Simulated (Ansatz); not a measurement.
`C[Si](C)(F)C#N` + H₂Se → `C[Si](C)(F)[SeH]` + `C#N`  (ligand exchange at the Si–C bond)

Calculated with Ansatz (gas phase, PBE0-D4/def2-TZVP geometries, no zero-point term in ΔE). CCSD(T)/CBS adds triple-zeta CCSD(T) − MP2 to the extrapolated MP2 energy (def2 sets, frozen cores). This one scheme is used for every species. DFT in def2-TZVPP. HSE06 is defined as in plane-wave codes. For Se outer-core shells are correlated without core-valence functions, which leaves a few kJ/mol of doubt a bond. Scalar relativity is left out up to krypton. One conformer a species, not always the lowest.

`C[Si](C)(F)C#N`:

```xyz
12

C     1.580   -0.530    0.062
Si   -0.003    0.382    0.322
C    -1.538   -0.627    0.148
F     0.014    1.089    1.753
C    -0.080    1.770   -0.914
N    -0.128    2.594   -1.718
H     1.675   -1.347    0.781
H     2.436    0.137    0.182
H     1.617   -0.953   -0.945
H    -2.426   -0.014    0.315
H    -1.543   -1.447    0.870
H    -1.604   -1.054   -0.856
```

H₂Se:

Z-matrix (Å, degrees):
```
Se
H 1 1.467
H 1 1.467 2 91.2
```

`C[Si](C)(F)[SeH]`:

Cartesian coordinates in Å:
```
C -1.449 -0.608 0.464
Si 0.382 -0.375 0.284
C 0.853 1.394 -0.002
F 1.092 -0.879 1.632
Se 1.264 -1.758 -1.311
H -1.964 -0.333 -0.460
H -1.838 0.018 1.272
H -1.684 -1.651 0.685
H 0.473 2.028 0.804
H 1.938 1.501 -0.049
H 0.435 1.756 -0.945
H 0.498 -1.092 -2.373
```

`C#N`:

Z-matrix (Å, degrees):
```
C
N 1 1.146
H 1 1.069 2 180.0
```

| level | ΔE (kJ/mol) |
| --- | --- |
| HSE06-D4 | -19.4 |
| revPBE | -14.6 |
| MP2/def2-SVP | -11.8 |
| MP2/CBS(def2) | -23.5 |

What does CCSD(T)/CBS give? (Estimate.)

Computed: -19.3 kJ/mol. The listed levels differ from it by -0.1, 4.7, 7.5, -4.2 kJ/mol.

Largest T1 diagnostic among the species: 0.014.

In def2-TZVPP, CCSD(T) changes the Hartree–Fock value by −7.3 kJ/mol (the triples alone add −1.1 kJ/mol) and MP2 by −11.5 kJ/mol. At CCSD(T), def2-SVP lies +11.2 kJ/mol from the extrapolated value and def2-TZVPP +5.5 kJ/mol.
